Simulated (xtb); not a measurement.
Input for xtb: GFN2-xTB on BGeH5O (SMILES O[BH][GeH3]), a point of a torsion scan.

```
$ xtb mol.xyz --gfn 2 --opt vtight --chrg 0 --uhf 0 --input xcontrol
8

O      1.68743910     0.83228019     0.11119452
B      0.81939950    -0.30188185     0.32716281
Ge     0.88982107    -1.18101231     2.15562540
H      2.32369039     0.68740414    -0.62122713
H     -0.02837880    -0.55552887    -0.45763367
H     -0.51633089    -1.69758750     2.54155755
H      1.41840959    -0.18573439     3.22810691
H      1.92034265    -2.33934975     2.03742588
$constrain
  force constant=1.0
  dihedral: 4,1,2,3,120.0
$end
```

The log:

```
[...]
           -------------------------------------------------
          |                Calculation Setup                |
           -------------------------------------------------



           -------------------------------------------------
          |                 G F N 2 - x T B                 |
           -------------------------------------------------

        Reference                      10.1021/acs.jctc.8b01176
      * Hamiltonian:
        H0-scaling (s, p, d)           1.850000    2.230000    2.230000
        zeta-weighting                 0.500000
      * Dispersion:
        s8                             2.700000
        a1                             0.520000
        a2                             5.000000
        s9                             5.000000
      * Repulsion:
        kExp                           1.500000    1.000000
        rExp                           1.000000
      * Coulomb:
        alpha                          2.000000
        third order                    shell-resolved
        anisotropic                    true
        a3                             3.000000
        a5                             4.000000
        cn-shift                       1.200000
        cn-exp                         4.000000
        max-rad                        5.000000


          ...................................................
          :                      SETUP                      :
          :.................................................:
          :  # basis functions                  23          :
          :  # atomic orbitals                  22          :
          :  # shells                           12          :
          :  # electrons                        18          :
          :  max. iterations                   250          :
          :  Hamiltonian                  GFN2-xTB          :
          :  restarted?                      false          :
          :  GBSA solvation                  false          :
          :  PC potential                    false          :
          :  electronic temp.          300.0000000     K    :
          :  accuracy                    1.0000000          :
          :  -> integral cutoff          0.2500000E+02      :
          :  -> integral neglect         0.1000000E-07      :
          :  -> SCF convergence          0.1000000E-05 Eh   :
          :  -> wf. convergence          0.1000000E-03 e    :
          :  Broyden damping             0.4000000          :
          :  net charge                          0          :
          :  unpaired electrons                  0          :
          ...................................................

 iter      E             dE          RMSdq      gap      omega  full diag
   1     -9.3891781 -0.938918E+01  0.968E+00    4.37       0.0  T
   2     -9.4715877 -0.824096E-01  0.133E+01    1.44       1.0  T
   3     -9.8028204 -0.331233E+00  0.620E+00    2.64       1.0  T
   4     -9.6512737  0.151547E+00  0.789E+00    1.93       1.0  T
   5     -9.8050942 -0.153821E+00  0.158E+00    2.85       1.0  T
   6     -9.8109338 -0.583961E-02  0.337E-01    2.93       1.0  T
   7     -9.8109288  0.505771E-05  0.201E-01    2.93       1.0  T
   8     -9.8110588 -0.130058E-03  0.637E-02    2.97       1.0  T
   9     -9.8110505  0.837641E-05  0.667E-02    2.95       1.0  T
  10     -9.8110627 -0.122307E-04  0.313E-03    2.96      11.3  T
  11     -9.8110627 -0.225101E-07  0.140E-03    2.96      25.3  T
  12     -9.8110627 -0.404903E-08  0.450E-04    2.96      78.6  T
  13     -9.8110627 -0.119162E-09  0.324E-04    2.96     109.0  T

   *** convergence criteria satisfied after 13 iterations ***

         #    Occupation            Energy/Eh            Energy/eV
      -------------------------------------------------------------
         1        2.0000           -0.6833388             -18.5946
       ...           ...                  ...                  ...
         3        2.0000           -0.5756123             -15.6632
         4        2.0000           -0.5223494             -14.2139
         5        2.0000           -0.4909516             -13.3595
         6        2.0000           -0.4603809             -12.5276
         7        2.0000           -0.4328706             -11.7790
         8        2.0000           -0.4264292             -11.6037
         9        2.0000           -0.3793313             -10.3221 (HOMO)
        10                         -0.2704459              -7.3592 (LUMO)
        11                         -0.1201904              -3.2705
        12                         -0.0999891              -2.7208
        13                         -0.0959683              -2.6114
        14                          0.0148672               0.4046
       ...                                ...                  ...
        22                          0.9655525              26.2740
      -------------------------------------------------------------
                  HL-Ga
[...]
    -0.3161686 Eh           -8.6034 eV

 SCC (total)                   0 d,  0 h,  0 min,  0.002 sec
 SCC setup                      ...        0 min,  0.000 sec (  2.139%)
 Dispersion                     ...        0 min,  0.000 sec (  0.751%)
 classical contributions        ...        0 min,  0.000 sec (  0.325%)
 integral evaluation            ...        0 min,  0.001 sec ( 25.568%)
 iterations                     ...        0 min,  0.000 sec ( 20.294%)
 molecular gradient             ...        0 min,  0.001 sec ( 47.890%)
 printout                       ...        0 min,  0.000 sec (  2.741%)

         :::::::::::::::::::::::::::::::::::::::::::::::::::::
         ::                     SUMMARY                     ::
         :::::::::::::::::::::::::::::::::::::::::::::::::::::
         :: total energy              -9.782170446491 Eh    ::
         :: gradient norm              0.000068110166 Eh/a0 ::
         :: HOMO-LUMO gap              3.712519624762 eV    ::
         ::.................................................::
         :: SCC energy                -9.851195084271 Eh    ::
         :: -> isotropic ES            0.041460446131 Eh    ::
         :: -> anisotropic ES          0.002332471029 Eh    ::
         :: -> anisotropic XC          0.000043445045 Eh    ::
         :: -> dispersion             -0.003173540906 Eh    ::
         :: repulsion energy           0.068750833111 Eh    ::
         :: add. restraining           0.000273804668 Eh    ::
         :: total charge               0.000000000000 e     ::
         :::::::::::::::::::::::::::::::::::::::::::::::::::::

           -------------------------------------------------
          |                Property Printout                |
           -------------------------------------------------

    * Orbital Energies and Occupations

         #    Occupation            Energy/Eh            Energy/eV
      -------------------------------------------------------------
         1        2.0000           -0.7048292             -19.1794
         2        2.0000           -0.6114079             -16.6373
         3        2.0000           -0.5935228             -16.1506
         4        2.0000           -0.5383882             -14.6503
         5        2.0000           -0.5084156             -13.8347
         6        2.0000           -0.4652700             -12.6606
         7        2.0000           -0.4232345             -11.5168
         8        2.0000           -0.4212030             -11.4615
         9        2.0000           -0.3843848             -10.4596 (HOMO)
        10                         -0.2479523              -6.7471 (LUMO)
        11                         -0.1050975              -2.8598
        12                         -0.0992775              -2.7015
        13                         -0.0383443              -1.0434
        14                          0.0181887               0.4949
        15                          0.0618760               1.6837
        16                          0.1468955               3.9972
        17                          0.1636897               4.4542
        18                          0.3197615               8.7012
        19                          0.5074675              13.8089
        20                          0.9502969              25.8589
       ...                                ...                  ...
        22                          1.1344611              30.8703
      -------------------------------------------------------------
                  HL-Gap            0.1364326 Eh            3.7125 eV
             Fermi-level           -0.3161686 Eh           -8.6034 eV

     #   Z          covCN         q      C6AA      α(0)
     1   8 O        1.596    -0.432    21.517     6.260
     2   5 B        2.672     0.339    16.643     6.860
     3  32 Ge       3.768     0.022   171.411    23.500
     4   1 H        0.806     0.315     0.678     1.293
     5   1 H        0.933    -0.128     6.646     4.031
     6   1 H        0.938    -0.036     3.767     3.034
     7   1 H        0.939    -0.033     3.700     3.007
     8   1 H        0.937    -0.046     3.990     3.123

 Mol. C6AA /au·bohr⁶  :        955.258222
 Mol. C8AA /au·bohr⁸  :      41428.240775
 Mol. α(0) /au        :         51.108968


Wiberg/Mayer (AO) data.
largest (>0.10) Wiberg bond orders for each atom

 ---------------------------------------------------------------------------
     #   Z sym  total        # sym  WBO       # sym  WBO       # sym  WBO
 ---------------------------------------------------------------------------
     1   8 O    2.230 --     2 B    1.314     4 H    0.868
     2   5 B    3.270 --     1 O    1.314     5 H    0.959     3 Ge   0.814
     3  32 Ge   3.494 --     7 H    0.886     6 H    0.882     8 H    0.881
                             2 B    0.814
     4   1 H    0.901 --     1 O    0.868
     5   1 H    0.984 --     2 B    0.959
     6   1 H    0.999 --     3 Ge   0.882
     7   1 H    0.999 --     3 Ge   0.886
     8   1 H    0.998 --     3 Ge   0.881
 ---------------------------------------------------------------------------

Topologies differ in total number of bonds
Writing topology from bond orders to xtbtopo.mol

molecular dipole:
                 x           y           z       tot (Debye)
 q only:        0.268       0.164      -0.567
   full:        0.412       0.446      -1.144       3.293
molecular quadrupole (traceless):
                xx          xy          yy          xz          yz          zz
 q only:        3.594       0.700      -1.429      -3.382       0.517      -2.165
  q+dip:        6.331       1.380      -1.393      -4.854       3.089      -4.938
   full:        6.638       0.612      -1.472      -5.344       2.795      -5.166

           -------------------------------------------------
          |                Geometry Summary                 |
           -------------------------------------------------

      molecular mass/u    :      104.4776869
   center of mass at/Å    :        0.9480150      -0.6898848       1.5950239
  moments of inertia/u·Å² :        0.1472973E+02   0.1464316E+03   0.1547837E+03
rotational constants/cm⁻¹ :        0.1144463E+01   0.1151229E+00   0.1089109E+00

 * 7 selected distances

     #   Z          #   Z                                           value/Å
     1   8 O        2   5 B                                       1.3340377
     2   5 B        3  32 Ge                                      2.0239913 (max)
     1   8 O        4   1 H                                       0.9536712 (min)
     2   5 B        5   1 H                                       1.1866596
     3  32 Ge       6   1 H                                       1.4982818
     3  32 Ge       7   1 H                                       1.4958427
     3  32 Ge       8   1 H                                       1.5031192

 * 5 distinct bonds (by element types)

   Z      Z             #   av. dist./Å        max./Å        min./Å
   1 H    5 B           1     1.1866596     1.1866596     1.1866596
   1 H    8 O           1     0.9536712     0.9536712     0.9536712
   5 B    8 O           1     1.3340377     1.3340377     1.3340377
   1 H   32 Ge          3     1.4990812     1.5031192     1.4958427
   5 B   32 Ge          1     2.0239913     2.0239913     2.0239913


optimized geometry written to: xtbopt.xyz


           -------------------------------------------------
          | TOTAL ENERGY               -9.782170446491 Eh   |
          | GRADIENT NORM               0.000068110166 Eh/α |
          | HOMO-LUMO GAP               3.712519624762 eV   |
           -------------------------------------------------
Note: The following floating-point exceptions are signalling: IEEE_UNDERFLOW_FLAG IEEE_DENORMAL
normal termination of xtb

------------------------------------------------------------------------
------------------------------------------------------------------------
 total:
 SCF:
 ANC optimizer:
```

The run finished.

Warnings raised: the energy holds the restraint's term.

Cost: roughly 0.08 core-seconds.
